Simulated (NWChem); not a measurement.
# CH3FGe, singlet; SMILES [CH3][Ge][F]

```xyz
6

Ge     0.4443     0.0687     0.0000
F     -0.8508     1.2675     0.0000
C     -0.7681    -1.5016     0.0000
H     -0.2293    -2.4610     0.0000
H     -1.4244    -1.4514    -0.8862
H     -1.4244    -1.4514     0.8862
```
Atoms are numbered in this order, from 1.

Level: PBE0/def2-SVP (NWChem), optimised geometry, unscaled harmonic frequencies. Low-valent species are run as closed-shell singlets; no triplet was tried in these runs.

```tsv
frequency (cm⁻¹)	IR intensity (km/mol)
44	0.5
223	7.3
552	0.3
556	60.1
674	71.2
729	21.3
1209	28.5
1402	10.0
1410	12.1
3038	0.4
3140	2.1
3171	5.8
```

```json
{
 "zero_point_energy": "23.1 kcal/mol",
 "thermal correction to the enthalpy at 298.15 K (with zero-point energy)": "26.7 kcal/mol",
 "heat capacity Cv": "14.1 cal/(mol K)",
 "entropy at 298.15 K and 1 atm (symmetry number 1)": "72.8 cal/(mol K)",
 "dipole_moment": "1.94 D"
}
```

Rigid rotor and harmonic oscillator; modes under 100 cm⁻¹ make the entropy uncertain.
